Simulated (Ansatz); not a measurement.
`C[SiH](S)Cl` + CH₃NH₂ → `CN[SiH](C)S` + HCl  (ligand exchange at the Si–Cl bond)

Gas-phase electronic energies from Ansatz, PBE0-D4/def2-TZVP geometries. CCSD(T)/CBS is the MP2 limit (def2-TZVPP, def2-QZVPP) plus CCSD(T) − MP2 in def2-TZVPP, frozen cores. This one scheme is used for every species. Functionals use def2-TZVPP. Each species was taken in one conformer, which may not be the lowest.

```tsv
level	ΔE (kJ/mol)
B97M-V	50.2
HF/def2-TZVPP	53.4
SCS-MP2/def2-QZVPP	47.7
HF/CBS(def2)	53.0
```

Problem. What does CCSD(T)/CBS give? (Best estimate.)

Solution. Ansatz gave: +46.6 kJ/mol. The listed levels differ from it by 3.6, 6.8, 1.1, 6.4 kJ/mol.

Largest T1 diagnostic among the species: 0.010.

Leaving LDA and LC-ωPBE aside and taking each functional with its dispersion term where it has one, the values, not all of them listed here, spread over 6.9 kJ/mol, from CAM-B3LYP-D4 to HSE06-D4. LDA lies −13.0 kJ/mol from PBE without D4. From BLYP to BHLYP (50 % exact exchange), in def2-TZVPP and without D4, ΔE moves by −3.0 kJ/mol. In def2-TZVPP, CCSD(T) changes the Hartree–Fock value by −10.2 kJ/mol (the triples alone add −0.4 kJ/mol) and MP2 by −7.6 kJ/mol.
